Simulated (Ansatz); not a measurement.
CH5Si (SMILES C[SiH2]), doublet, at a GFN2-xTB geometry; Ansatz (a first-principles code) with SC-NEVPT2/def2-SVP, CASSCF(5,5).

The Ansatz input:
Ansatz 0.2 input:
```yaml
crystal:
  periodic: [false, false, false]
  atoms:
    - {symbol: C, position_ang: [-0.00961888, 0.08558394, -1.20792711]}
    - {symbol: Si, position_ang: [0.00693370, 0.02337297, 0.68442733]}
    - {symbol: H, position_ang: [-0.03432110, -0.91899655, -1.62856536]}
    - {symbol: H, position_ang: [-0.87992760, 0.61839322, -1.58117006]}
    - {symbol: H, position_ang: [0.87474746, 0.58217174, -1.59770913]}
    - {symbol: H, position_ang: [-1.21559465, -0.53605201, 1.24797082]}
    - {symbol: H, position_ang: [1.21573735, -0.58624162, 1.22505378]}
basis:
  gaussian:
    orbitals: def2-SVP
correlation: {method: sc_nevpt2, electrons: all, active_space: {window: {electrons: 5, orbitals: 5}}}
magnetization: {spin_polarized: false, initial_magnetization: 1}
```

Output, abridged:

```
Functional definition: HF
572 factors; integrals over basis functions are off by at most 1.2e-3 eV
mean field evaluation 1: about -8966.0274 eV, gradient 2.0e1 eV
mean field evaluation 2: about -8966.0278 eV, gradient 2.0e1 eV
mean field evaluation 4: about -8967.4676 eV, gradient 2.1e0 eV
mean field evaluation 8: about -8967.4915 eV, gradient 5.1e-4 eV
mean field -8967.49154585 eV, -329.5492359257 hartree, gradient 2.3e-6 eV, S^2 0.750000; 0 other end points of the search recorded, 0 dependent functions left out
reference -8967.49154585 eV, -329.5492359257 hartree; 13, 12 occupied and 44, 45 virtual orbitals, 572 factors
state -8968.38581946 eV, -329.5820998749 hartree
state -8968.38581946 eV, -329.5820998749 hartree; corrected -8974.13047275 eV, -329.7932119895 hartree
Total energy: -8974.13047275 eV, -329.7932119895 hartree
```
